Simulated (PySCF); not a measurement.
Si(I)(Me)2(OH) (C2H7IOSi), SMILES C[Si](C)(O)I.

Coordinates come from a PBE0-D3(BJ)/def2-SVP optimisation. A frequency run showed that this geometry is not a minimum. The def2 effective core potentials stand for the cores of I; spin–orbit coupling is left out. The values are those of a single conformer.

Computed with TDDFT-PBE/def2-SVPD run with PySCF.

Vertical excitations.  State labels are in the subgroup Cs.

List the lowest excited states. (The exact figures need the calculation; the answer reports its results.)


```json
[
 {"state": "S1", "symmetry": "A\"", "energy (eV)": "5.42", "λ (nm)": "229", "f": "0.022", "main pairs": "HOMO→LUMO 79 %, HOMO→LUMO+1 21 %"},
 {"state": "S2", "symmetry": "A'", "energy (eV)": "5.52", "λ (nm)": "225", "f": "0.025", "main pairs": "HOMO−1→LUMO 82 %, HOMO−1→LUMO+1 17 %"},
 {"state": "S3", "symmetry": "A\"", "energy (eV)": "5.63", "λ (nm)": "220", "f": "0.003", "main pairs": "HOMO→LUMO+1 79 %, HOMO→LUMO 21 %"},
 {"state": "S4", "symmetry": "A'", "energy (eV)": "5.73", "λ (nm)": "216", "f": "0.006", "main pairs": "HOMO−1→LUMO+1 82 %, HOMO−1→LUMO 17 %"},
 {"state": "S5", "symmetry": "A\"", "energy (eV)": "6.37", "λ (nm)": "195", "f": "0.030", "main pairs": "HOMO→LUMO+2 97 %"},
 {"state": "S6", "symmetry": "A\"", "energy (eV)": "6.47", "λ (nm)": "192", "f": "0.022", "main pairs": "HOMO−2→LUMO 97 %"},
 {"state": "S7", "symmetry": "A'", "energy (eV)": "6.51", "λ (nm)": "191", "f": "0.017", "main pairs": "HOMO−1→LUMO+2 94 %"},
 {"state": "S8", "symmetry": "A\"", "energy (eV)": "6.61", "λ (nm)": "188", "f": "0.012", "main pairs": "HOMO−2→LUMO+1 99 %"},
 {"state": "S9", "symmetry": "A'", "energy (eV)": "6.87", "λ (nm)": "181", "f": "0.015", "main pairs": "HOMO→LUMO+3 66 %, HOMO−3→LUMO 29 %"},
 {"state": "S10", "symmetry": "A\"", "energy (eV)": "6.91", "λ (nm)": "179", "f": "0.021", "main pairs": "HOMO→LUMO+4 55 %, HOMO−1→LUMO+3 42 %"},
 {"state": "T1", "symmetry": "A\"", "energy (eV)": "5.16", "λ (nm)": "240", "f": "0", "main pairs": "HOMO→LUMO 90 %"},
 {"state": "T2", "symmetry": "A'", "energy (eV)": "5.23", "λ (nm)": "237", "f": "0", "main pairs": "HOMO−1→LUMO 88 %"},
 {"state": "T3", "symmetry": "A\"", "energy (eV)": "5.46", "λ (nm)": "227", "f": "0", "main pairs": "HOMO→LUMO+1 89 %"},
 {"state": "T4", "symmetry": "A'", "energy (eV)": "5.52", "λ (nm)": "224", "f": "0", "main pairs": "HOMO−1→LUMO+1 88 %"}
]
```
Triplets are in the Tamm–Dancoff approximation, which puts them higher than full response would, so one can lie above its singlet here.
